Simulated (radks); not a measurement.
Removal energies from neutral sulfur, [Ne] 3s2 3p4, by Delta-SCF beside the eigenvalue of the level emptied. Calculated with a radial shooting solver on a logarithmic mesh with Libxc functionals: scalar-relativistic Kohn-Sham, LDA (Slater exchange, Perdew-Wang correlation), spin-polarised, spherical densities, finite nucleus; Fermi nuclear charge, rms radius of each element as measured or else 0.836 A^(1/3) + 0.57 fm. Open shells are filled with parallel spins first.

removed from   final configuration  Delta-SCF (eV)  -eigenvalue (eV)
3p                    [Ne] 3s2 3p3          10.536             6.207
3s                    [Ne] 3s1 3p4          21.127            16.257
2p            [He] 2s2 2p5 3s2 3p4          172.23            156.14
2s            [He] 2s1 2p6 3s2 3p4          225.09            210.46
